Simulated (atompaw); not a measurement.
## What one change does to a pseudopotential (Fe (Z = 26), PAW (atompaw))

iron, PAW, made with atompaw 4.2.0.5 (PBE, scalar-relativistic). Core [Ne], reference 3s2 3p6 3d6 4s2 4p0. Waves: 3s (bound): rc 1.45 bohr; 4s (bound): rc 1.25 bohr; 3p (bound): rc 1.45 bohr; 4p (bound, empty): rc 1.50 bohr; 3d (bound): rc 1.50 bohr; 3d channel at 2.95 Ry: rc 1.45 bohr. Local part: bessel scheme, radius 1.05 bohr. Core correction: smooth core density matched at 1.05 bohr. Augmentation charge: gaussian compensation charge, radius 1.15 bohr; PAW radius 1.50 bohr; waves and projectors: custom polynom vanderbiltortho.

Change: local potential troulliermartins scheme with l = 3 at 0 Ry, radius 1.05 bohr.

Cutoffs: the cutoffs (Ry, on a coarse ladder) from which the occupation-weighted sum of valence levels, in a spherical-Bessel basis at the reference potential, stays within 10 and 1 mRy of its value at 400 Ry; they do not see the model core or the augmentation charge, which bear on the density cutoff.

What does the change do?

The potential gets neither clearly harder nor softer (70 Ry and 110 Ry → 70 Ry and 100 Ry); a bound ghost appears in s, which as a rule spoils a file. A state that the projectors do not describe sees the local part alone, so a deeper or shallower local part can create or remove a ghost.

| quantity | base | changed |
| --- | --- | --- |
| cutoff, loose | 70 Ry | 70 Ry |
| cutoff, tight | 110 Ry | 100 Ry |
| bound ghosts | none | s |
| s: phases at 1.50 bohr within 0.05 rad from the reference energy up to (Ry; the scan ends near 5) | to the end of the scan | to the end of the scan |
| p: phases at 1.50 bohr within 0.05 rad from the reference energy up to (Ry; the scan ends near 5) | 4.4 | 4.7 |
| d: phases at 1.50 bohr within 0.05 rad from the reference energy up to (Ry; the scan ends near 5) | to the end of the scan | to the end of the scan |
| lowest overlap eigenvalue by channel | s 0.46, p 0.88, d 1.00 | s 0.52, p 0.84, d 1.00 |

 A true bound ghost makes a file unfit for plane-wave use even where its test errors are small: the radial tests pick states by their node count and pass the ghost by. The cutoffs see the waves, projectors and local potential, not the compensation charge or the core.
